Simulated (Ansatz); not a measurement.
The inner images of a band of BrH + FGeH3 (7 atoms, charge 0, multiplicity 1) are given out of order.

Theory: RKS PBE/def2-SVP (Ansatz).

Image 0:

```xyz
7
Properties=species:S:1:pos:R:3
Ge 0.274 0.000 -0.205
F -0.025 0.000 1.559
H 1.814 0.000 -0.333
H -0.372 1.294 -0.748
H -0.372 -1.294 -0.748
Br -3.257 0.000 1.834
H -1.808 0.000 1.952
```

Image 6:

```xyz
7
Properties=species:S:1:pos:R:3
Ge -0.409 0.000 -0.533
F 0.051 0.000 2.883
H 0.753 0.000 0.475
H -0.470 1.279 -1.398
H -0.470 -1.279 -1.398
Br -2.381 0.000 0.762
H -0.820 0.001 2.519
```

Question: Put them in order from the first end to the last, with their energies above the first end.
A.
```xyz
7
Properties=species:S:1:pos:R:3
Ge -0.177 0.000 -0.152
F -0.017 0.000 1.951
H 1.371 0.000 0.006
H -0.608 1.328 -0.811
H -0.608 -1.328 -0.811
Br -2.634 0.000 1.092
H -1.074 0.000 2.034
```
B.
```xyz
7
Properties=species:S:1:pos:R:3
Ge 0.180 0.000 -0.134
F 0.062 0.000 1.660
H 1.708 0.000 -0.345
H -0.508 1.292 -0.628
H -0.508 -1.292 -0.628
Br -3.039 0.000 1.475
H -1.642 0.000 1.910
```
C.
```xyz
7
Properties=species:S:1:pos:R:3
Ge 0.011 0.000 -0.110
F 0.030 0.000 1.754
H 1.544 0.000 -0.138
H -0.589 1.300 -0.698
H -0.589 -1.300 -0.698
Br -2.769 0.000 1.268
H -1.386 0.000 1.932
```
D.
```xyz
7
Properties=species:S:1:pos:R:3
Ge -0.367 0.000 -0.397
F 0.026 0.000 2.563
H 0.978 0.000 0.357
H -0.531 1.309 -1.193
H -0.531 -1.309 -1.193
Br -2.422 0.000 0.830
H -0.900 0.000 2.343
```
E.
```xyz
7
Properties=species:S:1:pos:R:3
Ge -0.302 0.000 -0.256
F 0.001 0.000 2.251
H 1.194 0.000 0.172
H -0.579 1.326 -0.991
H -0.579 -1.326 -0.991
Br -2.514 0.000 0.917
H -0.968 0.000 2.208
```

Answer: B (+0.03 eV), C (+0.35 eV), A (+0.75 eV), E (+0.50 eV), D (+0.11 eV).

Time of the run: 58 s on 2 threads of Intel(R) Xeon(R) Platinum 8259CL CPU @ 2.50GHz (Skylake/Cascade Lake), on a shared host, peak memory 0.17 GiB.
